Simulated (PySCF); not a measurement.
PySCF input file for C3H7BN2, SMILES C=C=CB(N)N, C-PCM-M06-2X/def2-SVP. Geometry optimised at PBE0-D3(BJ)/def2-SVP. This is a generated structure with no PubChem entry under its InChIKey; it may be hypothetical. Other conformers were not sampled.

```python
import numpy as np
from pyscf import gto, scf, dft
from pyscf.solvent import pcm

mol = gto.M(
    atom='''
    C    -0.11660199   -2.70613464    0.00000000
    C     0.41547681   -1.50897451    0.00000000
    C     0.89168596   -0.28813110    0.00000000
    B    -0.03540533    0.99196124   -0.00000000
    N     0.58480291    2.26519247   -0.00000000
    N    -1.43897227    0.83066220   -0.00000000
    H    -0.33844234   -3.22877101   -0.93668737
    H    -0.33844234   -3.22877101    0.93668737
    H     1.98520730   -0.17514083    0.00000000
    H     0.08018324    3.13981826   -0.00000000
    H     1.58730268    2.37705913   -0.00000000
    H    -1.86125483   -0.08708654    0.00000000
    H    -2.10170625    1.59154462   -0.00000000
    ''',
    basis='def2-SVP',
    charge=0,
    spin=0,
    max_memory=1600,
    verbose=3,
)
mf = dft.RKS(mol, xc='m06-2x').density_fit(auxbasis='def2-universal-jkfit')
mf.grids.level = 4
mf.conv_tol = 1e-9
mf.max_cycle = 100
mf.kernel()
res = {}
for name, eps in {'water': 78.355, 'chloroform': 4.7113, 'benzene': 2.2706}.items():
    s = mf.PCM()
    s.with_solvent.method, s.with_solvent.eps, s.with_solvent.lebedev_order = 'C-PCM', eps, 29
    s.kernel(mf.make_rdm1())
    res[name] = (s.e_tot, eps, s.dip_moment(), s.mo_energy, s.converged)
    print(f'{name}: electrostatic solvation free energy {(s.e_tot - mf.e_tot) * 627.509474:.3f} kcal/mol')
```

It prints:

```
converged SCF energy = -252.62057688344

WARN: PCM is an experimental feature. It is still in testing.
Features and APIs may be changed in the future.

converged SCF energy = -252.630384462739
Dipole moment(X, Y, Z, Debye): -0.74482,  1.60348,  0.00000
water: electrostatic solvation free energy -6.154 kcal/mol

WARN: PCM is an experimental feature. It is still in testing.
Features and APIs may be changed in the future.

converged SCF energy = -252.628238457429
Dipole moment(X, Y, Z, Debye): -0.71535,  1.54739,  0.00000
chloroform: electrostatic solvation free energy -4.808 kcal/mol

WARN: PCM is an experimental feature. It is still in testing.
Features and APIs may be changed in the future.

converged SCF energy = -252.625893910326
Dipole moment(X, Y, Z, Debye): -0.68463,  1.48775, -0.00000
benzene: electrostatic solvation free energy -3.336 kcal/mol
```

The run converged.
